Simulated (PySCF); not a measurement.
All values below come from PySCF with PBE-D3(BJ)/def2-TZVP // r2SCAN-D4/def2-TZVP. Isolated molecules, 0 K electronic values unless said otherwise. One relaxed conformer stands for a flexible species; it need not be the lowest. 

Reference species (SMILES): `N[Si](N)(N)N` (neutral, multiplicity 1).

```yaml
HOMO–LUMO gap: 5.26 eV
```

Changed species: `N[SiH3]` (3 of 4 NH2 replaced by H; the reference has 0 of 4 NH2 replaced by H).

Task: What does the change do to the HOMO–LUMO gap?

Result: the HOMO–LUMO gap goes up by 0.26 eV, to 5.52 eV.
